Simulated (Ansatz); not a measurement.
Cost and result for the atomization energy of `[SH][In][SH]` radical (5 atoms, 4 bonds).

The species carries charge 0 and has multiplicity 2. Correlated methods include outer-core shells of In, which these sets cover unevenly. In takes the def2 core potential. All single points use the PBE0-D4/def2-TZVP geometry. It is one conformer, not always the lowest. Program: Ansatz. Hardware: A = 2 threads of a server CPU on a shared host; B = 2 threads of an AMD EPYC 7R13 on a shared host and a share of an NVIDIA H100 80 GB. Times are those of one run each, without the atoms' runs, and a repeat can differ threefold. Electronic energies, without spin–orbit coupling; frozen cores. CCSD(T)/CBS adds CCSD(T) − MP2 in def2-TZVPP to the MP2 limit, and its time is that of the two runs behind it. T1 = 0.018; ⟨S²⟩ of the reference is 0.76. With those shells the extrapolation isn't a true limit. B3LYP takes the VWN-RPA correlation (the form of Gaussian; ORCA's B3LYP/G).

CCSD(T)/CBS is a level of theory with its own doubt, some kJ/mol a heavy atom from the limit and from the frozen cores, so smaller differences don't rank the functionals.

| level | functions | wall time |
| --- | --- | --- |
| LDA (SPW92)/def2-TZVPP [A] | 162 | 3.2 s |
| BLYP-D4/def2-TZVPP [A] | 162 | 4.7 s |
| BHLYP-D4/def2-TZVPP [A] | 162 | 6.5 s |
| CCSD(T)/def2-SVP [A] | 72 | 6.5 s |
| B3LYP-D4/def2-TZVPP (with forces) [A] | 162 | 7 s |
| r2SCAN-D4/def2-TZVPP (with forces) [A] | 162 | 7.5 s |
| B2PLYP/def2-TZVPP [A] | 162 | 8.5 s |
| r2SCANh-D4/def2-TZVPP [A] | 162 | 9 s |
| ωB97X-V/def2-TZVPP [A] | 162 | 13 s |
| CCSD(T)/def2-TZVPP [B] | 162 | 15 s |
| CCSD(T)/def2-QZVPP [B] | 282 | 18 s |
| ωB97M-V/def2-TZVPP (with forces) [A] | 162 | 18 s |
| CCSD(T)/CBS(def2) | – | 32 s |

Question: What atomization energy does each give, and how far from CCSD(T)/CBS? (Best estimate.)

Answer: The calculation gave: 
```json
{"level": "LDA (SPW92)/def2-TZVPP [A]", "atomization (kJ/mol)": "1413.6", "difference from CCSD(T)/CBS": "203.0", "per bond": "50.8"}
{"level": "BLYP-D4/def2-TZVPP [A]", "atomization (kJ/mol)": "1189.3", "difference from CCSD(T)/CBS": "-21.3", "per bond": "-5.3"}
{"level": "BHLYP-D4/def2-TZVPP [A]", "atomization (kJ/mol)": "1158.1", "difference from CCSD(T)/CBS": "-52.5", "per bond": "-13.1"}
{"level": "CCSD(T)/def2-SVP [A]", "atomization (kJ/mol)": "1080.3", "difference from CCSD(T)/CBS": "-130.3", "per bond": "-32.6"}
{"level": "B3LYP-D4/def2-TZVPP (with forces) [A]", "atomization (kJ/mol)": "1191.4", "difference from CCSD(T)/CBS": "-19.2", "per bond": "-4.8"}
{"level": "r2SCAN-D4/def2-TZVPP (with forces) [A]", "atomization (kJ/mol)": "1229.0", "difference from CCSD(T)/CBS": "18.4", "per bond": "4.6"}
{"level": "B2PLYP/def2-TZVPP [A]", "atomization (kJ/mol)": "1171.4", "difference from CCSD(T)/CBS": "-39.2", "per bond": "-9.8"}
{"level": "r2SCANh-D4/def2-TZVPP [A]", "atomization (kJ/mol)": "1217.6", "difference from CCSD(T)/CBS": "7.0", "per bond": "1.8"}
{"level": "ωB97X-V/def2-TZVPP [A]", "atomization (kJ/mol)": "1219.4", "difference from CCSD(T)/CBS": "8.8", "per bond": "2.2"}
{"level": "CCSD(T)/def2-TZVPP [B]", "atomization (kJ/mol)": "1163.4", "difference from CCSD(T)/CBS": "-47.2", "per bond": "-11.8"}
{"level": "CCSD(T)/def2-QZVPP [B]", "atomization (kJ/mol)": "1196.5", "difference from CCSD(T)/CBS": "-14.1", "per bond": "-3.5"}
{"level": "ωB97M-V/def2-TZVPP (with forces) [A]", "atomization (kJ/mol)": "1219.2", "difference from CCSD(T)/CBS": "8.6", "per bond": "2.2"}
{"level": "CCSD(T)/CBS(def2)", "atomization (kJ/mol)": "1210.6", "difference from CCSD(T)/CBS": "0.0", "per bond": "0.0"}
```

The D4 term adds +21.4 kJ/mol with B3LYP and +11.2 kJ/mol with PBE0; it sums over pairs of atoms, weighted by their polarisabilities, and B3LYP, whose exchange is more repulsive, gets the larger term. From PBE to PBE0 (25 % exact exchange), in def2-TZVPP and without D4, the atomization energy moves by −21.7 kJ/mol: exact exchange takes away binding that semilocal exchange gives to molecules. Leaving LDA and LC-ωPBE aside and taking each functional with its dispersion term where it has one, the values, not all of them listed here, spread over 76.1 kJ/mol, from BHLYP-D4 to B97M-V. LDA lies +195.7 kJ/mol from PBE without D4, its usual overbinding.

Spin–orbit coupling would lower the free In atoms strongly, and the atomization energy with them, by more than many differences here.
